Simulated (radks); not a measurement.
The numbers below are computed, except where a source is named.
Ionisation of the iridium ion Ir3+, [Xe] 4f14 5d6, to Ir4+, [Xe] 4f14 5d5, under several functionals. Scalar-relativistic Kohn-Sham, spin-polarised, spherical densities, finite nucleus; open shells are filled with parallel spins first (spin-orbit coupling, left out, can overturn this in heavy ions); a radial shooting solver on a logarithmic mesh with Libxc functionals.

| functional | E(Ir3+) (hartree) | Exc (hartree) | IE (eV) | -e(HOMO) (eV) | <r> HOMO (bohr) | IE error (eV) |
|---|---|---|---|---|---|---|
| HCTH/407 | -17832.3988 | -355.9286 | 41.981 | 35.325 | 1.573 | +1.981 |
| OLYP | -17828.4411 | -351.7947 | 41.434 | 34.993 | 1.556 | +1.434 |
| LDA (Slater exchange, Perdew-Wang correlation) | -17811.9959 | -335.1160 | 41.989 | 35.626 | 1.553 | +1.989 |
| PBEsol | -17817.0394 | -340.1497 | 41.416 | 35.110 | 1.549 | +1.416 |
| exchange-only LDA | -17804.1568 | -327.1995 | 39.865 | 33.657 | 1.559 | -0.135 |
| PW91 | -17823.8083 | -346.9164 | 41.527 | 35.180 | 1.554 | +1.527 |
| exchange-only r2SCAN | -17819.5295 | -341.2028 | 39.021 | 33.033 | 1.551 | -0.979 |
| AM05 | -17812.4341 | -335.5696 | 41.473 | 35.152 | 1.549 | +1.473 |
| XLYP | -17824.0626 | -347.1409 | 41.645 | 35.217 | 1.567 | +1.645 |

NIST Atomic Spectra Database: 40 eV (theoretical). Closest: exchange-only LDA. The Delta-SCF values span 2.97 eV, the total energies 28.24 hartree. The highest occupied level is 5d. Open shells are spherical and high-spin; term and fine-structure splittings are not resolved. Spin-orbit splitting is averaged out at the scalar-relativistic level.
